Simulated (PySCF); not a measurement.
# Molecular orbitals of TaBr

LDA at R = 2.455 Å; basis Ta def2-TZVPPD with ECP60, Br def2-TZVPPD; scalar-relativistic core potentials; PySCF 2.14. State: ⁵Π (quintet), unpaired electrons σ ↑, π ↑, δ ↑↑. Only the outer orbitals are listed, counted within each symmetry, core potentials removing the inner ones.

```
spin  orbital  occ.  ε (eV)  on Ta (%)            main shells (%)
   α       9σ     1  -19.03          6                    94 Br s
   α      10σ     1   -8.96         28  70 Br p, 15 Ta s, 11 Ta d
   α       5π     1   -7.77         14           86 Br p, 12 Ta d
   α       5π     1   -7.70         14           86 Br p, 12 Ta d
   α      11σ     1   -5.52         98           73 Ta s, 22 Ta d
   α       2δ     1   -4.11        100                   100 Ta d
   α       2δ     1   -4.10         99                    96 Ta d
   α       6π     1   -3.97         89           84 Ta d, 10 Br p
   α       6π     0   -3.98         89           85 Ta d, 10 Br p
   α      12σ     0   -3.39         87  55 Ta d, 25 Ta p, 12 Br p
   α       7π     0   -1.52        100                    97 Ta p
   β       4π     1  -35.60        100                   100 Ta p
   β       9σ     1  -19.00          5                    95 Br s
   β      10σ     1   -8.69         21  77 Br p, 10 Ta s, 10 Ta d
   β       5π     1   -7.67          8                    92 Br p
   β       5π     1   -7.50          7                    92 Br p
   β      11σ     0   -3.65        102            89 Ta s, 8 Ta d
   β       6π     0   -2.59         92                    89 Ta d
   β      12σ     0   -2.25         88  63 Ta d, 24 Ta p, 10 Br p
```

Task: Which are the highest filled and the lowest empty level, where do they sit, and how wide is the gap?

Result: Highest filled α 6π at -3.97 eV (in %: 84 Ta d, 10 Br p); lowest empty α 6π at -3.98 eV (in %: 85 Ta d, 10 Br p); the gap at LDA is -0.01 eV. Both belong to one degenerate shell, split only by its one-sided filling, so this is no excitation gap.

```json
{"bond order (Mayer)": "1.40", "⟨S²⟩": "6.012", "charge on Ta (Mulliken, basis-dependent)": "0.10", "charge on Ta (Löwdin, basis-dependent)": "0.03", "dipole moment (positive dipole means Ta(−)Br(+))": "-2.53 D", "polarisability along the bond": "105.0 bohr³", "polarisability across the bond": "81.3 bohr³"}
```

Shares are Mulliken populations and can fall outside 0 to 100 %.

Spin–orbit coupling is left out. The state is the lowest single determinant that the PBE0 search found; with open d or f shells the true ground state can be another one.
